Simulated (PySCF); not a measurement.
A PySCF script (with the pyscf-properties extension) for the NMR shieldings of SMILES C#C[Si@@](N)(CC)[SiH2]C#CC, C7H13NSi2, on a GFN2-xTB geometry:

```python
import basis_set_exchange as bse
import numpy as np
from pyscf import gto, dft
from pyscf.prop import nmr

atoms = """
C    -1.421362    2.666239   -0.412910
C    -1.182424    1.494807   -0.277843
Si   -0.792921   -0.320126   -0.055543
N    -0.370257   -0.719252    1.575836
C    -2.441020   -1.216447   -0.416578
C    -3.593850   -0.745214    0.459828
Si    0.973692   -0.966881   -1.396547
C     2.504700   -0.115023   -0.815858
C     3.486406    0.456893   -0.412201
C     4.669177    1.140811    0.065274
H    -1.634325    3.690030   -0.536498
H    -1.055318   -0.616699    2.308183
H     0.536936   -0.450168    1.920478
H    -2.709685   -1.059240   -1.462938
H    -2.310698   -2.292229   -0.287361
H    -3.742051    0.327341    0.349047
H    -4.521905   -1.249755    0.191778
H    -3.389513   -0.953346    1.508096
H     1.271589   -2.408276   -1.366019
H     0.796127   -0.592047   -2.808463
H     4.839348    2.041660   -0.524255
H     4.542663    1.423247    1.110767
H     5.539940    0.490661   -0.023271
"""
names = dict.fromkeys(["C", "Si", "N", "H"], "pcSseg-1")
basis = {el: gto.basis.parse(bse.get_basis(n, elements=[el], fmt="nwchem")) for el, n in names.items()}
mol = gto.M(atom=atoms, basis=basis, charge=0, verbose=0)
mf = dft.RKS(mol, xc="PBE0")
mf.grids.level = 2
mf.grids.alignment = dft.numint.BLKSIZE   # the property module wants whole blocks of grid points
mf.conv_tol = 1e-9
mf.kernel()

calc = nmr.RKS(mf)   # GIAO
C = mf.mo_coeff
Co = C[:, mf.mo_occ > 0]
resp = mf.gen_response(singlet=True, hermi=2)
def vind(x):   # induced exchange potential for any number of trial vectors
    d = np.einsum("pi,xij,qj->xpq", C, 2 * x.reshape(-1, C.shape[1], Co.shape[1]), Co, optimize=True)
    return np.einsum("xpq,pi,qj->xij", resp(d - d.transpose(0, 2, 1)), C, Co, optimize=True).ravel()
mo1, _ = nmr.rhf.solve_mo1(calc, with_cphf=vind)
sigma = calc.kernel(mo1)
for i, s in enumerate(sigma):   # ppm
    w = np.linalg.eigvalsh((s + s.T) / 2)
    print("%2d %-2s iso %8.1f  s11 %8.1f  s22 %8.1f  s33 %8.1f" % (i, mol.atom_pure_symbol(i), w.mean(), *w))
```

Question: Give the expected output.

Answer: 
```
 0 C  iso     85.3  s11      0.9  s22     13.3  s33    241.8
 1 C  iso     93.9  s11     -8.8  s22     -0.2  s33    290.8
 2 Si iso    382.9  s11    355.3  s22    380.9  s33    412.6
 3 N  iso    250.9  s11    236.2  s22    253.5  s33    263.2
 4 C  iso    174.6  s11    167.0  s22    177.8  s33    179.1
 5 C  iso    177.5  s11    170.2  s22    175.3  s33    187.1
 6 Si iso    450.9  s11    440.1  s22    446.4  s33    466.2
 7 C  iso    108.9  s11     26.5  s22     29.0  s33    271.2
 8 C  iso     72.0  s11    -26.6  s22    -23.8  s33    266.4
 9 C  iso    180.5  s11    171.7  s22    172.3  s33    197.5
10 H  iso     29.7  s11     24.4  s22     25.1  s33     39.8
11 H  iso     30.9  s11     23.0  s22     28.4  s33     41.4
12 H  iso     31.0  s11     23.0  s22     27.9  s33     42.0
13 H  iso     31.2  s11     26.3  s22     30.0  s33     37.3
14 H  iso     31.0  s11     26.1  s22     29.8  s33     37.2
15 H  iso     30.2  s11     24.9  s22     30.1  s33     35.6
16 H  iso     30.3  s11     24.8  s22     27.5  s33     38.5
17 H  iso     30.8  s11     25.7  s22     30.2  s33     36.6
18 H  iso     27.5  s11     23.5  s22     26.2  s33     32.6
19 H  iso     27.5  s11     23.8  s22     26.3  s33     32.5
20 H  iso     29.6  s11     24.6  s22     27.9  s33     36.3
21 H  iso     29.6  s11     24.4  s22     28.6  s33     36.0
22 H  iso     29.6  s11     24.5  s22     27.7  s33     36.7
```

These numbers come from an equivalent density-fitted implementation of the same equations, which agrees with the script to about 0.01 ppm for H and up to a few tenths of a ppm for heavy atoms, so last digits may differ.

Question: Turn these shieldings into chemical shifts. Shifts are taken against calculated references (same method and geometry level): ¹³C (σref 186.93), ²⁹Si (σref 349.16), ¹H (σref 31.72) vs TMS; NH3 for ¹⁵N (σref 267.73).

Answer: Averaging equivalent atoms: C 8: 114.9; C 0: 101.6; C 1: 93.0; C 7: 78.0; C 4: 12.3; C 5: 9.4; C 9: 6.4; Si 2: -33.8; Si 6: -101.8; N 3: 16.8; H 18: 4.24; H 19: 4.20; H 20/21/22: 2.10; H 10: 1.98; H 15/16/17: 1.27; H 11/12: 0.77; H 14: 0.71; H 13: 0.55 ppm. Experimental scales use liquid or dissolved standards, which lie at an offset from isolated NH3 (liquid NH3: subtract about 20 ppm).

Size and cost of the density-fitted run: 249 basis functions, 2 min wall time on 1 thread of an Arm Neoverse N1, shared host; peak memory 1.2 GiB.
